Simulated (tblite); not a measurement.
Compound: C₅H₇BF (doublet state).
Bonds: C1–C2, C2–B3, B3–C4, C4–C5 (double), C5–F6, C5–C7, C4–C7. Hydrogens: H8, H9, H10 on C1; H11, H12 on C2; H13, H14 on C7.
Bond orders are those of one Lewis drawing.

Computed with GFN2-xTB (tblite), gas phase: L-BFGS steps from a force-field or distance-geometry start until the largest atomic force falls under 0.01 eV/Å.

Step 21: E = -545.9043 eV
```
atom  x, y, z in Å  |  force x, y, z in eV/Å
C1     -2.0183    0.5063    0.1908   -0.036   0.006  -0.004
C2     -1.4327   -0.5230   -0.7948    0.075   0.097  -0.011
B3      0.0862   -0.3224   -0.9488    0.053  -0.024   0.013
C4      1.3817   -0.0198   -0.5669    0.160  -0.121   0.275
C5      2.7417    0.0198   -0.3126    0.036  -0.022  -0.027
F6      3.7087    0.9257   -0.5325   -0.038   0.071  -0.090
C7      1.9552   -0.2266    0.8922   -0.143   0.031  -0.073
H8     -3.0214    0.2110    0.4941   -0.016   0.098  -0.049
H9     -1.3990    0.5774    1.0854   -0.072  -0.051  -0.065
H10    -2.0525    1.4921   -0.2703   -0.055  -0.053   0.054
H11    -1.6400   -1.5278   -0.4109   -0.007   0.039  -0.087
H12    -1.9407   -0.4376   -1.7568   -0.142  -0.037   0.033
H13     1.7483    0.5546    1.6214    0.079  -0.039  -0.015
H14     1.8822   -1.2303    1.2875    0.107   0.006   0.045
```

Step 22: E = -545.9101 eV
```
atom  x, y, z in Å  |  force x, y, z in eV/Å
C1     -2.0230    0.5045    0.1883   -0.039   0.048   0.029
C2     -1.4361   -0.5228   -0.7959    0.072   0.105  -0.021
B3      0.0822   -0.3234   -0.9441    0.248   0.008   0.050
C4      1.3834   -0.0328   -0.5635    0.011  -0.149   0.243
C5      2.7460    0.0126   -0.3161    0.060  -0.005  -0.035
F6      3.6956    0.9406   -0.5277   -0.038   0.046  -0.115
C7      1.9658   -0.2325    0.8923   -0.173   0.031  -0.083
H8     -3.0269    0.2173    0.4923   -0.054   0.060  -0.065
H9     -1.4095    0.5795    1.0843   -0.014  -0.078  -0.009
H10    -2.0509    1.4901   -0.2701   -0.071  -0.006   0.010
H11    -1.6424   -1.5291   -0.4184   -0.033   0.015  -0.069
H12    -1.9425   -0.4301   -1.7573   -0.143  -0.054   0.005
H13     1.7642    0.5554    1.6127    0.058   0.004   0.045
H14     1.8934   -1.2300    1.3009    0.116  -0.026   0.016
```

**Question.** Estimate the geometry and energy of step 23. (The exact step hangs on the optimiser's Hessian estimate; all steps are aligned on step 22, rigid shifts and turns removed.)

**Answer.** E = -545.9185 eV, largest force 0.215 eV/Å
```
atom  x, y, z in Å  |  force x, y, z in eV/Å
C1     -2.0310    0.5027    0.1851   -0.023   0.079   0.052
C2     -1.4405   -0.5210   -0.7982    0.092   0.088  -0.040
B3      0.0813   -0.3236   -0.9371    0.155  -0.012   0.046
C4      1.3847   -0.0568   -0.5530    0.059  -0.103   0.179
C5      2.7542    0.0017   -0.3213    0.033   0.008  -0.015
F6      3.6747    0.9644   -0.5227   -0.062  -0.004  -0.144
C7      1.9796   -0.2417    0.8920   -0.114   0.033  -0.051
H8     -3.0370    0.2283    0.4882   -0.102  -0.003  -0.088
H9     -1.4259    0.5810    1.0830    0.064  -0.108   0.075
H10    -2.0499    1.4873   -0.2700   -0.084   0.080  -0.052
H11    -1.6470   -1.5310   -0.4311   -0.044   0.019  -0.046
H12    -1.9479   -0.4194   -1.7579   -0.113  -0.068  -0.023
H13     1.7901    0.5576    1.5994    0.018   0.048   0.124
H14     1.9139   -1.2302    1.3213    0.121  -0.058  -0.017
```

The energy changes by -0.0084 eV. The first-order estimate −F·Δx gives -0.0121 eV and the mean of the old and new forces, exact on a quadratic surface, -0.0084 eV. The step makes an angle of 72° with the force vector and moves no atom by more than 0.032 Å.

The cost below is that of the whole relaxation. Time: 1.2 s of wall time. Hardware: one thread, AMD EPYC (x86_64), no GPU, shared host with 64 logical CPUs at a one-minute load of 59.
